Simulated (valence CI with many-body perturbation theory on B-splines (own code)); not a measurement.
Results of a calculation; reference values are marked as such.
# Pd XXVI: magnetic and hyperfine properties of the levels

Method: configuration interaction combined with many-body perturbation theory (CI+MBPT): three valence electrons over a frozen Dirac-Fock core [Ar], radial functions for each j: 9 s, 9 p, 10 d, 8 f, 5 g, 3 h, 1 i, with the one-electron correlation potential Σ1, the two-electron term Σ2, the three-electron term Σ3, Breit, model QED; selected CI, second order for the rest (own B-spline code, finite nucleus).

No measured levels were compared; by estimate terms of the open shell hold to 2 to 4 % of their energy, and close levels can change places. Only levels of the ground parity were solved; by the run's estimate the other parity begins above the list, which can be wrong where configurations are misplaced.

A/g_I is the dipole constant over the nuclear g factor μ/I (μ in nuclear magnetons, uniformly magnetised nucleus), B/Q the quadrupole constant per barn. Both hold the static response of the core; the bare values leave it out. Large factors of s and p1/2 electrons are usually good to 5 to 10 %; those of open d and f shells near neutrality can be off by tens of per cent, and small factors of p3/2, d and f electrons come from cancelling terms and can be off by a factor of two or in sign, in half-filled shells by more. B is blank for J = 1/2, where it vanishes, and for nearly pure S terms. Energies count from the lowest level.

Names give the largest LS component (configuration and term), which can be under half, so a name can repeat, a term be missing and a line seem to break the LS rules; names also repeat where a configuration has a term twice. Letters in brackets count levels of one name in rising energy.

| Level | E (cm⁻¹) | g | A/g_I (MHz) | A/g_I bare | B/Q (MHz/b) | B/Q bare |
| --- | --- | --- | --- | --- | --- | --- |
| 3d³ ⁴F_3/2 | 0 | 0.486 | 17400 | 17100 | -5670 | -5810 |
| 3d³ ⁴F_5/2 | 31482 | 1.034 | 9870 | 9920 | -4100 | -4200 |
| 3d³ ⁴F_7/2 | 55671 | 1.187 | 8700 | 8860 | -3020 | -3100 |
| 3d³ ⁴F_9/2 | 71056 | 1.215 | 9370 | 9540 | 394 | 396 |
| 3d³ ⁴P_3/2 | 74554 | 1.384 | 8080 | 8370 | -5950 | -6090 |
| 3d³ ⁴P_1/2 | 86266 | 2.110 | -8820 | -7940 |  |  |
| 3d³ ²G_7/2 | 114000 | 0.944 | 10600 | 10600 | 4970 | 5090 |
| 3d³ ²H_9/2 | 119210 | 1.067 | 9470 | 9550 | 10500 | 10700 |
| 3d³ ⁴P_5/2 | 124400 | 1.547 | 2800 | 3230 | 9250 | 9460 |
| 3d³ ²D_3/2 [a] | 139970 | 1.173 | 9270 | 9410 | -9980 | -10200 |
| 3d³ ²P_1/2 | 149040 | 1.220 | -1190 | -948 |  |  |
| 3d³ ²H_11/2 | 159830 | 1.088 | 9590 | 9680 | 21600 | 22100 |
| 3d³ ²D_5/2 [a] | 171550 | 1.209 | 8520 | 8700 | -4760 | -4880 |
| 3d³ ²G_9/2 | 183800 | 1.062 | 7920 | 8000 | 7390 | 7570 |
| 3d³ ²F_5/2 | 203270 | 0.914 | 8490 | 8480 | 13900 | 14300 |
| 3d³ ²P_3/2 | 203920 | 1.202 | 8060 | 8230 | 1750 | 1780 |
| 3d³ ²F_7/2 | 205690 | 1.129 | 9530 | 9650 | 5550 | 5700 |
| 3d³ ²D_3/2 [b] | 302350 | 0.804 | 15100 | 14900 | 12600 | 12900 |
| 3d³ ²D_5/2 [b] | 305930 | 1.165 | 7380 | 7540 | 8470 | 8670 |

**Question.** Take the isotope of mass number 105, with I = 5/2, μ = -0.642 μN and Q = 0.66 b. What is the hyperfine structure of 3d³ ⁴F_9/2?

**Answer.** From the table A = -2410 MHz, B = 260 MHz. Shifts from the centre of gravity in MHz: F = 2: 33300, F = 3: 25900, F = 4: 16200, F = 5: 4140, F = 6: -10300, F = 7: -27000.
